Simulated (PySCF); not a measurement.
## Mayer bond orders and bond lengths

Compound: C₅H₅FNO (charge -1).
SMILES with atom numbers: `[CH3:1][O:2][c:3]1[cH:4][cH:5][n-:6][c:7]1[F:8]` (hydrogens: H9, H10, H11 on C1; H12 on C4; H13 on C5)

Structure used (GFN2-xTB), in Å, numbered top down from 1:
```
atom  x, y, z in Å
C1    -2.054    0.581    0.507
O2    -1.044   -0.235    1.008
C3     0.138   -0.232    0.238
C4     1.281   -0.985    0.560
C5     2.201   -0.704   -0.433
N6     1.720    0.164   -1.346
C7     0.479    0.434   -0.922
F8    -0.309    1.311   -1.651
H9    -2.367    0.276   -0.501
H10   -1.747    1.635    0.462
H11   -2.904    0.486    1.189
H12    1.395   -1.639    1.409
H13    3.204   -1.092   -0.537
```

Bond orders from the PBE0/pcSseg-1 density (PySCF). One conformer (not necessarily the lowest) at the GFN2-xTB geometry, without solvent, vibrations or thermal averaging. The pcSseg-1 basis has no diffuse functions, a weakness for an anion.

(1) Where do the orders between heavy atoms depart from those drawn in the SMILES?

(2) Set the Mayer orders of the bonds beside their lengths.

## Answers

(1) The largest departure is 0.163, at C3–C4 (drawn aromatic, 1.337), counting aromatic bonds as 1.5. Drawn single, order below 0.88: C7–F8 (0.875). The bonds drawn aromatic range from 1.34 to 1.47. The SMILES, with its formal charges, is one Lewis structure only.

(2) 
```csv
bond,drawn as,length (Å),Mayer order
C1–O2,single,1.392,0.968
O2–C3,single,1.411,0.890
C3–C4,aromatic,1.406,1.337
C4–C5,aromatic,1.383,1.441
C5–N6,aromatic,1.348,1.415
N6–C7,aromatic,1.339,1.473
C7–F8,single,1.385,0.875
C7–C3,aromatic,1.381,1.403
C1–H9,single,1.099,0.955
C1–H10,single,1.099,0.955
C1–H11,single,1.094,0.976
C4–H12,single,1.077,0.978
C5–H13,single,1.080,0.988
```

Bonds between the same two heavy elements. C–O: lowest O2–C3 (0.890, 1.411 Å), highest C1–O2 (0.968, 1.392 Å). C–C: lowest C3–C4 (1.337, 1.406 Å), highest C4–C5 (1.441, 1.383 Å). C–N: lowest C5–N6 (1.415, 1.348 Å), highest N6–C7 (1.473, 1.339 Å).

Problem. Sum the orders of all bonds at each heavy atom with more than one neighbour and set the sums beside the valence in the SMILES.

Solution. C1 3.854 (drawn 4), O2 1.858 (drawn 2), C3 3.630 (drawn 4), C4 3.756 (drawn 4), C5 3.844 (drawn 4), N6 2.888 (drawn 2), C7 3.751 (drawn 4). Orders between atoms that aren't bonded are not in these sums.

Mayer orders depend on the basis set.
